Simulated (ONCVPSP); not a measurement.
Scattering properties, ONCV potential for chlorine (Cl)

* Element: chlorine
* Generator: ONCVPSP 4.0.1
* Type: optimised norm-conserving Vanderbilt (ONCV)
* Functional: LDA (Perdew-Wang 92)
* Relativity: scalar-relativistic
* Frozen core: [Ne]
* Valence charge: 7
* Reference configuration: 3s2 3p4.5 (charge +0.5)
* Partial waves: 3s: rc 1.10 bohr, ncon 4, nbas 7, qcut 6.1 1/bohr, 2 projectors, debl 1.6 Ha; 3p: rc 1.45 bohr, ncon 3, nbas 7, qcut 4.9 1/bohr, 2 projectors, debl 3 Ha; d scattering state at 0.12 Ha: rc 1.60 bohr, ncon 4, nbas 9, qcut 5.9 1/bohr, 2 projectors, debl 2.2 Ha
* Local potential: polynomial inside 0.75 bohr (lpopt 5, dvloc0 0 Ha)
* Core correction: polynomial model core, fcfact 0.45

The phase is arctan(r·R′/R) of the radial function R(r), unwrapped; energies in Ha, scanned from -2 to 5 Ha. A pole is an energy at which the radial function vanishes at the test radius. The pseudo phase is shifted by a multiple of π to meet the all-electron one at the reference energy, and phase errors are pseudo minus all-electron; the curves can meet again beyond the range given. Levels narrower than the energy grid can be missing from the lists of poles.

| channel | radius (bohr) | reference energy (Ha) | poles, all-electron | poles, pseudo | unbroken range about the reference energy with phases within 0.05 rad | phase error 1 Ha above the reference energy (rad) |
| --- | --- | --- | --- | --- | --- | --- |
| s | 1.12 | -0.96 | none | none | the whole range | -0.000 |
| p | 1.47 | -0.51 | 2.16 | 2.16 | the whole range | -0.000 |
| d | 1.62 | 0.12 | 1.91 | 1.91 | below 3.8 | -0.000 |

Note: ghosts flagged at negative energy: s at -239.1 eV; no localised positive-energy state flagged. A true bound ghost makes a file unfit for plane-wave use.

Phases in the p channel:

| E (Ha) | all-electron | pseudo |
| --- | --- | --- |
| -1.98 | 0.685 | 0.683 |
| -1.80 | 0.564 | 0.562 |
| -1.62 | 0.412 | 0.410 |
| -1.44 | 0.224 | 0.223 |
| -1.26 | 0.005 | 0.004 |
| -1.08 | -0.231 | -0.231 |
| -0.90 | -0.460 | -0.460 |
| -0.72 | -0.661 | -0.661 |
| -0.54 | -0.828 | -0.828 |
| -0.36 | -0.961 | -0.961 |
| -0.18 | -1.068 | -1.068 |
| 0.00 | -1.153 | -1.153 |
| 0.18 | -1.222 | -1.222 |
| 0.36 | -1.280 | -1.280 |
| 0.54 | -1.328 | -1.328 |
| 0.72 | -1.369 | -1.369 |
| 0.90 | -1.404 | -1.404 |
| 1.08 | -1.435 | -1.435 |
| 1.26 | -1.463 | -1.463 |
| 1.44 | -1.488 | -1.488 |
| 1.62 | -1.511 | -1.511 |
| 1.80 | -1.532 | -1.532 |
| 1.98 | -1.552 | -1.552 |
| 2.16 | -1.571 | -1.571 |
| 2.34 | -1.589 | -1.589 |
| 2.52 | -1.606 | -1.606 |
| 2.70 | -1.623 | -1.623 |
| 2.88 | -1.641 | -1.641 |
| 3.06 | -1.658 | -1.658 |
| 3.24 | -1.675 | -1.676 |
| 3.42 | -1.694 | -1.694 |
| 3.60 | -1.713 | -1.714 |
| 3.78 | -1.733 | -1.734 |
| 3.96 | -1.755 | -1.757 |
| 4.14 | -1.779 | -1.782 |
| 4.32 | -1.806 | -1.809 |
| 4.50 | -1.835 | -1.841 |
| 4.68 | -1.870 | -1.878 |
| 4.86 | -1.910 | -1.923 |
